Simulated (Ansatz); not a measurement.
Job for Ansatz (a program for electronic structure): R-CCSD(T)/cc-pVTZ on BrHSe2 (SMILES [SeH][Se]Br), a point of a torsion scan. The run froze 42 orbitals, filled d shells among them.

Ansatz 0.2 input:
```yaml
crystal:
  periodic: [false, false, false]
  atoms:
    - {symbol: Se, position_ang: [-1.36492542, 0.57562841, 0.52694504]}
    - {symbol: Se, position_ang: [0.77824740, 0.91121910, -0.34751927]}
    - {symbol: Br, position_ang: [0.98939097, 3.18757885, -0.13353184]}
    - {symbol: H, position_ang: [-1.58885659, -0.57083222, -0.33407955]}
basis:
  gaussian:
    orbitals: cc-pVTZ
magnetization: {spin_polarized: false}
correlation: {method: ccsd_t, electrons: outside_noble_gas}
scf: {lower_state_search: off}
```

Program output:

```
WARN ansatz: RAYON_NUM_THREADS=1 ignored (pool sized by the plan → 1); use --threads N
Functional definition: HF
these checks for a lower state are left out or cut short: stability, starts, cluster_reference, orbital_swaps, neighbouring_geometries, increment
integrals: 0.31 GiB planned
920 factors; integrals over basis functions are off by at most 8.0e-4 eV
mean field: 0.70 GiB planned
mean field evaluation 1: about -200623.9834 eV, gradient 1.5e1 eV
mean field evaluation 2: about -200624.1158 eV, gradient 1.5e1 eV
mean field evaluation 4: about -200625.0014 eV, gradient 2.1e0 eV
mean field evaluation 8: about -200625.0310 eV, gradient 1.9e-1 eV
mean field -200625.03141954 eV, -7372.8339161376 hartree, gradient 5.6e-6 eV, S^2 0.000000; 0 other end points of the search recorded, 0 dependent functions left out
42 core orbitals not correlated
reference -200625.03141954 eV, -7372.8339161376 hartree; 10, 10 occupied and 91, 91 virtual orbitals, 920 factors
second order -12.61142120 eV of doubles, -0.00000000 eV of singles
coupled cluster: 0.52 GiB planned
cycle   1  -13.32775499 eV  change   -7.2e-1 eV  update   8.5e-2
cycle   2  -13.67780595 eV  change   -3.5e-1 eV  update   2.6e-2
cycle   3  -13.73476160 eV  change   -5.7e-2 eV  update   1.2e-2
cycle   4  -13.72879233 eV  change    6.0e-3 eV  update   3.9e-3
cycle   5  -13.72809018 eV  change    7.0e-4 eV  update   2.2e-3
cycle   6  -13.72815327 eV  change   -6.3e-5 eV  update   1.0e-3
cycle   7  -13.72813821 eV  change    1.5e-5 eV  update   5.2e-4
cycle   8  -13.72825703 eV  change   -1.2e-4 eV  update   2.6e-4
cycle   9  -13.72824376 eV  change    1.3e-5 eV  update   1.2e-4
cycle  10  -13.72819690 eV  change    4.7e-5 eV  update   5.4e-5
cycle  11  -13.72822846 eV  change   -3.2e-5 eV  update   2.5e-5
cycle  12  -13.72823285 eV  change   -4.4e-6 eV  update   1.1e-5
perturbative correction -0.63435394 eV, -0.0233120773 hartree
Total energy: -200639.39400633 eV, -7373.3617314668 hartree
Checks for a lower state left out: stability, starts, cluster_reference, orbital_swaps, neighbouring_geometries, increment
```

The calculation finished and met its thresholds.

Cost: around 8 core-seconds (rough).
